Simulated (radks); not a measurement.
The numbers below are computed, except where a source is named.
Problem. Te, 52 electrons, occupied as [Kr] 4d10 5s2 5p4. Level of theory: scalar-relativistic Kohn-Sham, revPBE, spin-polarised, spherical densities, point nucleus; open shells are filled with parallel spins first (spin-orbit coupling, left out, can overturn this in heavy ions) (a radial shooting solver on a logarithmic mesh with Libxc functionals). Some entries of the table are withheld. Estimate them.

| orbital | occ. | eigenvalue (hartree) | <r> (bohr) |
|---|---|---|---|
| 1s up | 1 | -1162.394 | 0.02781 |
| 1s down | 1 | -1162.392 | 0.02781 |
| 2s up | 1 | -178.2496 | 0.1198 |
| 2s down | 1 | -178.2489 | 0.1198 |
| 2p up | 3 | -159.9955 | 0.1048 |
| 2p down | 3 | -159.9940 | 0.1048 |
| 3s up | 1 | -35.47071 | 0.3221 |
| 3s down | 1 | -35.46917 | 0.3221 |
| 3p up | 3 | -29.53836 | 0.3202 |
| 3p down | 3 | -29.53658 | 0.3202 |
| 3d up | 5 | -20.57611 | 0.2968 |
| 3d down | 5 | -20.57441 | 0.2968 |
| 4s up | 1 | -6.03938 | 0.7647 |
| 4s down | 1 | -6.03578 | 0.7647 |
| 4p up | 3 | -4.20214 | 0.8212 |
| 4p down | 3 | -4.19852 | 0.8209 |
| 4d up | 5 | -1.52905 | (1) |
| 4d down | 5 | -1.52248 | (2) |
| 5s up | 1 | -0.57189 | 2.092 |
| 5s down | 1 | -0.52456 | 2.083 |
| 5p up | 3 | -0.23683 | 2.645 |
| 5p down | 1 | -0.18799 | 2.711 |

Solution. 
(1) 4d up <r> (bohr): 0.9735
(2) 4d down <r> (bohr): 0.9696
